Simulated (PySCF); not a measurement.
CaO, SMILES [O]=[Ca].

Geometry: PBE0-D3(BJ)/def2-TZVPD.

Level of theory: TDA-PBE/def2-TZVPD (PySCF).

Vertical excitations; the highest root listed may be one member of a degenerate set. The molecule is in vacuum. State labels are in the subgroup C2v.

```json
[
 {"state": "S1", "symmetry": "B2", "energy (eV)": "1.60", "λ (nm)": "776", "f": "0.003", "main pairs": "HOMO−1→LUMO (degenerate set)"},
 {"state": "S2", "symmetry": "B1", "energy (eV)": "1.60", "λ (nm)": "776", "f": "0.003", "main pairs": "HOMO−2→LUMO (degenerate set)"},
 {"state": "S3", "symmetry": "A1", "energy (eV)": "1.89", "λ (nm)": "656", "f": "0.080", "main pairs": "HOMO→LUMO 93 %"},
 {"state": "S4", "symmetry": "B2", "energy (eV)": "3.10", "λ (nm)": "400", "f": "0.031", "main pairs": "HOMO→LUMO+2 (degenerate set)"},
 {"state": "S5", "symmetry": "B1", "energy (eV)": "3.10", "λ (nm)": "400", "f": "0.031", "main pairs": "HOMO→LUMO+1 (degenerate set)"},
 {"state": "S6", "symmetry": "A1", "energy (eV)": "3.32", "λ (nm)": "373", "f": "0.000", "main pairs": "HOMO−2→LUMO+1, HOMO−1→LUMO+2 (degenerate set)"},
 {"state": "S7", "symmetry": "A2", "energy (eV)": "3.32", "λ (nm)": "373", "f": "0.000", "main pairs": "HOMO−2→LUMO+2, HOMO−1→LUMO+1 (degenerate set)"},
 {"state": "S8", "symmetry": "A2", "energy (eV)": "3.36", "λ (nm)": "369", "f": "0.000", "main pairs": "HOMO−1→LUMO+1 50 %, HOMO−2→LUMO+2 50 %"},
 {"state": "S9", "symmetry": "A1", "energy (eV)": "3.39", "λ (nm)": "366", "f": "0.008", "main pairs": "HOMO−1→LUMO+2 50 %, HOMO−2→LUMO+1 50 %"},
 {"state": "S10", "symmetry": "A1", "energy (eV)": "3.81", "λ (nm)": "326", "f": "0.154", "main pairs": "HOMO→LUMO+3 90 %"},
 {"state": "T1", "symmetry": "A1", "energy (eV)": "1.04", "λ (nm)": "1188", "f": "0", "main pairs": "HOMO→LUMO 99 %"},
 {"state": "T2", "symmetry": "B2", "energy (eV)": "1.47", "λ (nm)": "846", "f": "0", "main pairs": "HOMO−1→LUMO (degenerate set)"},
 {"state": "T3", "symmetry": "B1", "energy (eV)": "1.47", "λ (nm)": "846", "f": "0", "main pairs": "HOMO−2→LUMO (degenerate set)"},
 {"state": "T4", "symmetry": "B2", "energy (eV)": "3.00", "λ (nm)": "414", "f": "0", "main pairs": "HOMO→LUMO+2 100 %"}
]
```
Triplets are in the Tamm–Dancoff approximation.
